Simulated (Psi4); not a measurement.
Relaxed torsion scan: H₄O₄Si, SMILES O[Si](O)(O)O. Scanned: dihedral H6–O1–Si2–O3; all other coordinates were relaxed at GFN2-xTB.

Geometry of the scan point at 30° (Å):
```
9

O      0.0979     0.6240    -1.5003
Si    -0.0190     0.0044    -0.0026
O     -0.3203     1.2540     0.9919
O      1.3283    -0.7141     0.5499
O     -1.1652    -1.1474    -0.0452
H      0.4173     1.5159    -1.5966
H     -0.2282     1.1159     1.9297
H      1.5749    -1.5582     0.1843
H     -1.9752    -0.9697    -0.5134
```

Level of theory: DF-MP2 (frozen core)/cc-pVTZ // GFN2-xTB (Psi4).

Scanned values (°): 0, 10, 20, 30, 40, 50, 60, 70, 80, 90, 100, 110.

Locate the minima and the barriers on this grid.

Lower than their neighbours: 40° (0.00 kcal/mol). Higher than their neighbours: 0° (0.98 kcal/mol, end of the scan), 110° (1.86 kcal/mol, end of the scan). The whole profile spans 1.86 kcal/mol.
